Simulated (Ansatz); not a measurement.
Reaction (redistribution): `[NH]=[W](=[NH])([F])[Cl]` + `C[O][Sn]([CH3])([F])[SH]` → `C[O][W](=[NH])(=[NH])[Cl]` + `[CH3][Sn]([F])([F])[SH]`

Calculated with Ansatz (gas phase, PBE0-D4/def2-TZVP geometries, no zero-point term in ΔE). CCSD(T)/CBS is the MP2 limit (def2-TZVPP, def2-QZVPP) plus CCSD(T) − MP2 in def2-TZVPP, frozen cores. Functionals use def2-TZVPP. B3LYP here is the variant with VWN-RPA as its local correlation; programs differ in this. def2 core potentials past Kr. For Sn, W outer-core shells are correlated without core-valence functions, which leaves a few kJ/mol of doubt a bond. One conformer a species, not always the lowest.

```csv
level,ΔE (kcal/mol),difference from CCSD(T)/CBS
PBE-D4,-4.1,0.4
r2SCAN-D4,-4.2,0.3
PBE0-D4,-4.4,0.1
B3LYP-D4,-4.9,-0.4
ωB97X-V,-4.0,0.5
ωB97M-V,-3.9,0.6
B2PLYP,-4.9,-0.4
PBE,-4.0,0.5
r2SCAN,-4.2,0.3
PBE0,-4.4,0.1
B3LYP,-4.9,-0.4
HF/def2-TZVPP,-5.6,-1.1
MP2/def2-TZVPP,-5.0,-0.5
SCS-MP2/def2-TZVPP,-4.7,-0.2
CCSD/def2-TZVPP,-4.5,0.0
CCSD(T)/def2-TZVPP,-4.6,-0.1
HF/def2-QZVPP,-6.0,-1.5
MP2/def2-QZVPP,-5.1,-0.6
SCS-MP2/def2-QZVPP,-4.8,-0.3
HF/CBS(def2),-6.1,-1.6
MP2/CBS(def2),-4.9,-0.4
CCSD/CBS(def2),-4.4,0.1
CCSD(T)/CBS,-4.5,0
```

Largest T1 diagnostic among the species: 0.020.
